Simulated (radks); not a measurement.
Results of a calculation; reference values are marked as such.
Neutral gold inside a hard spherical wall (all orbitals vanish at R), configuration held at [Xe] 4f14 5d10 6s1 and not refilled when levels cross. Level of theory: scalar-relativistic Kohn-Sham, PBE, spin-polarised, spherical densities, point nucleus; open shells are filled with parallel spins first (spin-orbit coupling, left out, can overturn this in heavy ions) (a radial shooting solver on a logarithmic mesh with Libxc functionals). Eigenvalues in eV for spin up, with the zero of energy where the potential of the charges vanishes at infinity; a dash marks a level that is unbound or too diffuse for the functional's potential to be trusted. A positive occupied level is held by the wall or, in an anion where self-interaction has pushed it up, behind a barrier. The pressure on the wall is -dE/dV.

R (bohr) = free: E (hartree) -19011.8774; kinetic (hartree) 21277.970; e(4f) -81.097; e(5p) -59.762; e(5d) -6.989; e(6s) -6.082; e(6p, empty) -; e(7s, empty) -; pressure (GPa) 0
R (bohr) = 20: E (hartree) -19011.8774; kinetic (hartree) 21277.970; e(4f) -81.097; e(5p) -59.762; e(5d) -6.989; e(6s) -6.082; e(6p, empty) -0.992; e(7s, empty) -; pressure (GPa) < 0.0001
R (bohr) = 15: E (hartree) -19011.8774; kinetic (hartree) 21277.970; e(4f) -81.097; e(5p) -59.762; e(5d) -6.989; e(6s) -6.082; e(6p, empty) -0.985; e(7s, empty) 0.274; pressure (GPa) < 0.0001
R (bohr) = 7: E (hartree) -19011.8728; kinetic (hartree) 21278.010; e(4f) -80.877; e(5p) -59.545; e(5d) -6.790; e(6s) -5.863; e(6p, empty) 0.024; e(7s, empty) 6.143; pressure (GPa) 0.291
R (bohr) = 6: E (hartree) -19011.8599; kinetic (hartree) 21278.100; e(4f) -80.469; e(5p) -59.150; e(5d) -6.434; e(6s) -5.437; e(6p, empty) 1.078; e(7s, empty) 10.669; pressure (GPa) 1.54
R (bohr) = 4: E (hartree) -19011.5682; kinetic (hartree) 21279.618; e(4f) -75.776; e(5p) -54.849; e(5d) -2.505; e(6s) 0.047; e(6p, empty) 10.367; e(7s, empty) 41.622; pressure (GPa) 70.6
R (bohr) = 3.5: E (hartree) -19011.1846; kinetic (hartree) 21281.363; e(4f) -71.742; e(5p) -51.341; e(5d) 0.884; e(6s) 5.388; e(6p, empty) 18.267; e(7s, empty) 63.957; pressure (GPa) 221
R (bohr) = 2.5: E (hartree) -19007.5031; kinetic (hartree) 21296.463; e(4f) -49.759; e(5p) -33.421; e(5d) 20.793; e(6s) 42.606; e(6p, empty) 68.023; e(7s, empty) 182.86; pressure (GPa) 3400
R (bohr) = 2: E (hartree) -18998.3709; kinetic (hartree) 21331.672; e(4f) -18.560; e(5p) -7.292; e(5d) 53.317; e(6s) 112.17; e(6p, empty) 152.30; e(7s, empty) 358.28; pressure (GPa) 19400
